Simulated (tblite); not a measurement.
C3H5ClFSi (doublet state).
InChI=1S/C3H5ClFSi/c4-1-2(5)3(1)6/h2-3H,6H3/t2-,3+/m1/s1

Computed with GFN2-xTB (tblite): harmonic, unscaled wavenumbers at the GFN2-xTB geometry, gas phase. This tight-binding method is rough: wavenumbers can miss measured ones by several per cent, in bad cases by 10 to 20. Modes of hydrogen on silicon can be 10 to 20 % off. Open shells enter through the occupations alone, without spin polarisation, and single modes of such species can be off by tens of per cent.

Harmonic wavenumbers (cm⁻¹): 46.9, 102.9, 125.2, 146.1, 369.8, 436.9, 514.5, 539.5, 571.2, 626.3, 685.7, 754.2, 770.1, 777.1, 858.3, 957.4, 990.0, 1042.9, 1070.3, 1145.2, 1240.1, 1408.7, 2277.4, 2283.4, 2315.5, 3005.0, 3023.8.

A = 2865, B = 1822, C = 1391 MHz; mass 122.983 u (most abundant isotopes); point group C1, symmetry number 1; spin multiplicity 2.

Zero-point energy?

Half the sum of the wavenumbers: 14042 cm⁻¹ = 167.98 kJ/mol.

Give the ideal-gas entropy at 200 K and 1 bar in the rigid-rotor, harmonic-oscillator model (classical rotation).

Translation 160.57, rotation 112.94, vibration 54.36, spin (R ln 2) 5.76: S = 333.6 J/(mol K).

And Cp and H(200 K) − H(0)?

Cp = 90.09 J/(mol K), of which vibrations give 56.83 (their classical limit is 27 R = 224.5); H(200 K) − H(0) = 12.43 kJ/mol without the zero-point energy, 5.78 from vibrations.

What must be added to the electronic energy to get the Gibbs energy at 200 K and 1 bar?

ZPE + [H(200 K) − H(0)] − T·S = 167.98 + 12.43 − 66.73 = 113.68 kJ/mol.

Which modes carry the vibrational entropy at 200 K?

46.9 cm⁻¹: 17.39; 102.9 cm⁻¹: 11.00; 125.2 cm⁻¹: 9.46; 146.1 cm⁻¹: 8.27; 369.8 cm⁻¹: 2.27; 436.9 cm⁻¹: 1.55 J/(mol K); the other 21 give 4.43 together.

How do the functions run with temperature in this model?

```csv
T (K),S (J/(mol K)),Cp (J/(mol K)),H − H(0) (kJ/mol),G − H(0) (kJ/mol),ln q(vib)
100,282.2,63.0,4.85,-23.37,1.29
300,376.0,120.2,22.97,-89.82,4.80
500,448.6,164.0,51.79,-172.52,8.24
800,534.3,199.5,106.90,-320.55,13.06
1000,580.4,213.7,148.31,-432.14,15.95
```

q(vib) and H(0) count from the zero-point level.

Hindered rotation and anharmonicity are outside this model. The structure is chiral; the term R ln 2 for an equal mix with its mirror image is left out.

The run took 0.32 s wall on an Arm Neoverse V1 with one thread, on a shared host. This covers the Hessian and the dipole derivatives.
